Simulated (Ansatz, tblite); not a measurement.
Spin states of [Ni(NH3)6]3+ (NiN6H18³⁺), formally d⁷, each relaxed with PBE-D4/def2-SVP in Ansatz. Electronic energies in the gas phase.

The xTB rows come from tblite. HSE06 is defined as in plane-wave codes, on full-range PBE exchange.

Doublet geometry (Ci within 0.1 Å):

Cartesian coordinates in Å:
```
Ni -0.0001 -0.0007 0.0005
N -1.7663 -0.9456 -0.1504
H -1.6683 -1.9697 -0.2829
H -2.3579 -0.6353 -0.9437
H -2.3697 -0.8314 0.6854
N 1.7682 0.9407 0.1501
H 2.3562 0.8545 -0.6999
H 2.3746 0.6038 0.9211
H 1.6727 1.9598 0.3183
N 0.9476 -1.6332 -1.2595
H 0.3466 -1.9985 -2.0213
H 1.2181 -2.4862 -0.7364
H 1.8208 -1.3645 -1.7493
N -0.9472 1.6365 1.2570
H -1.8442 1.3850 1.7115
H -1.1754 2.5047 0.7388
H -0.3640 1.9732 2.0454
N 0.4074 -1.0464 1.6655
H -0.2520 -1.8231 1.8587
H 0.3901 -0.4660 2.5250
H 1.3417 -1.4969 1.6544
N -0.4099 1.0476 -1.6623
H 0.2391 1.8356 -1.8454
H -1.3510 1.4837 -1.6554
H -0.3772 0.4726 -2.5251
```

Quartet geometry:

Cartesian coordinates in Å:
```
Ni 0.003 0.002 0.001
N 2.007 0.706 0.447
H 2.603 0.827 -0.395
H 2.552 0.067 1.056
H 2.049 1.625 0.926
N -2.002 -0.699 -0.465
H -2.042 -1.635 -0.911
H -2.527 -0.079 -1.109
H -2.614 -0.783 0.368
N 0.750 -0.965 -1.796
H 1.695 -1.379 -1.692
H 0.830 -0.327 -2.610
H 0.157 -1.743 -2.135
N -0.755 0.949 1.804
H -0.147 1.707 2.165
H -0.862 0.301 2.605
H -1.687 1.388 1.693
N -0.402 1.829 -1.103
H 0.445 2.399 -1.292
H -1.044 2.481 -0.615
H -0.833 1.683 -2.035
N 0.401 -1.822 1.113
H -0.451 -2.377 1.323
H 0.851 -1.673 2.035
H 1.024 -2.487 0.619
```

Run but left out: MP2/def2-TZVP (doublet: ⟨S²⟩ 0.92, where a pure state has 0.75).

Only these spin states were relaxed.

```json
{"level": "HF/def2-TZVP", "quartet − doublet (kcal/mol)": "-25.3", "lowest of these": "quartet", "remarks": "spin-contaminated (⟨S²⟩ 0.92) (doublet)"}
{"level": "BLYP-D4/def2-TZVP", "quartet − doublet (kcal/mol)": "32.7", "lowest of these": "doublet", "remarks": "–"}
{"level": "r2SCAN-D4/def2-TZVP", "quartet − doublet (kcal/mol)": "27.7", "lowest of these": "doublet", "remarks": "–"}
{"level": "PBE0-D4/def2-TZVP", "quartet − doublet (kcal/mol)": "21.3", "lowest of these": "doublet", "remarks": "–"}
```

(1) Estimate the rows for GFN1-xTB, GFN2-xTB, PBE-D4/def2-TZVP, HSE06-D4/def2-TZVP.

(2) How do the metal–ligand distances follow the spin state?

Results:

(1) 
```csv
level,quartet − doublet (kcal/mol),lowest of these
GFN1-xTB,37.6,doublet
GFN2-xTB,37.3,doublet
PBE-D4/def2-TZVP,33.5,doublet
HSE06-D4/def2-TZVP,21.1,doublet
```

The xTB methods have no spin-polarisation term.

(2) 
| state | donor atoms | mean metal–ligand distance (Å) | range (Å) | Mulliken spin on the metal (PBE0) |
| --- | --- | --- | --- | --- |
| doublet | 6 | 2.096 | 2.01–2.27 | 0.82 |
| quartet | 6 | 2.173 | 2.17–2.17 | 2.05 |

⟨S²⟩ at PBE0-D4/def2-TZVP: doublet 0.77 (pure 0.75), quartet 3.76 (pure 3.75).
